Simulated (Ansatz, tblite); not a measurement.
Cost and result up the ladder for Hf₂O₅H₂ (the lowest singlet isomer of a short search) (9 atoms). Total charge 0; singlet. Geometry: r2SCAN-D4/def2-SVP.

```xyz
9

Hf    1.454    1.076   -0.096
Hf   -0.592   -0.957    0.709
O     2.525    2.513   -0.997
O    -0.190    0.951    1.020
O    -2.267   -1.465   -0.128
O     1.056   -0.855   -0.374
O     1.225    2.145   -1.681
H    -3.007   -1.506   -0.736
H    -0.204   -1.903    2.282
```

Ansatz on 4 threads of Arm Neoverse V2 on a shared host; xTB runs through tblite on one thread. Times are rough, summed over both states, and most runs start from the orbitals of an earlier one. PBE0-D4/def2-TZVP serves as the yardstick here, not as an exact answer. Differences are given only for rows in sets of like size (and for xTB, whose basis is part of the method), since another set adds its own error. The other state is a doublet.

In the def2 sets Hf takes a core potential; there is no spin–orbit coupling. The xTB rows come from tblite. Correlated methods freeze 5 core orbitals; core or outer-core shells of Hf are correlated, in sets that lack core-valence functions. The rows differ in basis, and correlated rows in double-zeta sets carry the largest basis error. In CCSD on the charge 1 doublet the largest single amplitude is 0.29, so its Hartree–Fock determinant may place the open shell otherwise than the density functionals do. The structure holds one bond between oxygen atoms, so isomers without such links may lie far lower. HOMO above LUMO, or a gap near zero within one spin, warns that the state may not be the lowest or that an electron is smeared out. The structure comes from a short search, and lower isomers may exist.

Correlated methods converge slowly with the basis, most of all in double-zeta sets.

Raw xTB energies of ions are shifted by several eV.

| level | functions | wall time | vertical IE (eV) | difference from PBE0-D4/def2-TZVP (eV) | remarks |
| --- | --- | --- | --- | --- | --- |
| GFN1-xTB | 42 | 0.016 s | 15.02 | 5.74 | – |
| GFN2-xTB | 40 | 0.018 s | 14.34 | 5.06 | – |
| PBE-D4/def2-TZVP (with forces) | 247 | 9.8 s | 8.80 | -0.48 | gap within one spin near zero (+1 doublet) |
| PBE0-D4/def2-TZVP | 247 | 20 s | 9.28 | 0.00 | – |
| B97M-V/def2-TZVP | 247 | 33 s | 9.04 | -0.23 | gap within one spin near zero (+1 doublet) |
| CCSD(T)/def2-SVP | 144 | 5.7 min | 9.14 | – | spin-contaminated (⟨S²⟩ 0.89) (+1 doublet), test for broken spin undecided (singlet) |
